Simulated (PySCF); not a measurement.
Ranking problems on computed properties.

Each SMILES stands for a single optimised conformer of the isolated species, non-relativistic unless stated; the electronic structure was computed with PySCF and density fitting.

Dipoles, sizes and rotational constants follow the conformer. The torsions of the flexible species, by atom-mapped SMILES:
- `[CH2:1]=[N:2][c:3]1[cH:4][s:5][c:6]2[cH:7][cH:8][nH:9][c:10]12`: C1–N2–C3–C4 -29°
- `[CH:1]#[C:2][Si@:3]([SiH3:4])([PH2:5])[N:6]([SiH3:7])[SiH3:8]`: C2–Si3–N6–Si7 -44°, H–P5–Si3–C2 58°, H–P5–Si3–C2 150°
- `[CH3:1][S:2](=[O:3])(=[O:4])[c:5]1[n:6][c:7]([CH:8]=[O:9])[n:10][o:11]1`: C1–S2–C5–N6 1°, N6–C7–C8–O9 0°
- `[CH3:1][CH2:2][O:3][c:4]1[cH:5][cH:6][o:7][c:8]1[O-:9]`: C1–C2–O3–C4 177°, C2–O3–C4–C5 6°

The conformers of `N[Si@@]1(O[SiH3])CC[Si@H](O)O1`, `FC(F)[C@@H]1C[SiH2][SiH2][C@@H](F)[SiH2]1`, `CO[Si@@]1(O)OC[SiH2]N1[SiH3]`, `CCN[SiH]1O[SiH2]O[SiH2]O1` and `N[Si@@]1(O[SiH3])CC[Si@@H](O)O1` aren't listed.

(1) Rank by HOMO energy, lowest first (PBE0/pcSseg-1 at GFN2-xTB geometries).
A. `C=Nc1csc2cc[nH]c12`
B. `FC(F)[C@@H]1C[SiH2][SiH2][C@@H](F)[SiH2]1`
C. `C#Cc1csc(C#N)[n+]1C`
D. `CO[Si@@]1(O)OC[SiH2]N1[SiH3]`
E. `[SiH2]1O[SiH](NCC)O[SiH2]O1`
F. `O1[Si@H](CC[Si@]1(O[SiH3])N)O`

(2) Rank by HOMO–LUMO gap, highest first (PBE0/pcSseg-1 at GFN2-xTB geometries).
A. `C#C[Si@]([SiH3])(P)N([SiH3])[SiH3]`
B. `FC(F)[C@@H]1C[SiH2][SiH2][C@@H](F)[SiH2]1`
C. `CC1=C2N=NSC2=CC=C1`
D. `CO[Si@@]1(O)OC[SiH2]N1[SiH3]`
E. `CS(=O)(=O)c1nc(C=O)no1`
F. `C=Nc1csc2cc[nH]c12`
G. `N[Si@@]1(O[SiH3])CC[Si@@H](O)O1`
H. `O1[SiH2]O[SiH2]O[SiH]1NCC`

(3) By how much do the two ends of that ranking differ?

(4) Rank by dipole moment, lowest first (PBE0/pcSseg-1 at GFN2-xTB geometries).
A. `C#C[Si@]([SiH3])(P)N([SiH3])[SiH3]`
B. `CS(=O)(=O)C1=NC(C=O)=NO1`
C. `C=NC1=CSC2=C1NC=C2`
D. `Cc1cccc2snnc12`

(5) Rank by smallest rotational constant, lowest first (GFN2-xTB).
A. `n1oc(S(C)(=O)=O)nc1C=O`
B. `Cc1cccc2snnc12`
C. `CCOc1ccoc1[O-]`
D. `[SiH3]N([SiH3])[Si@](C#C)(P)[SiH3]`

Answers

(1) C (-12.22 eV), B (-8.01 eV), F (-7.59 eV), D (-7.45 eV), E (-7.08 eV), A (-5.82 eV).

(2) H (7.98 eV), G (7.87 eV), B (7.68 eV), D (7.35 eV), A (6.30 eV), E (5.77 eV), C (5.31 eV), F (4.53 eV).

(3) By 3.45 eV, between `CCN[SiH]1O[SiH2]O[SiH2]O1` and `C=Nc1csc2cc[nH]c12`.

(4) A (0.59 D), C (1.75 D), B (2.10 D), D (3.55 D).

(5) A (0.510 GHz), D (0.603 GHz), B (0.752 GHz), C (0.816 GHz).
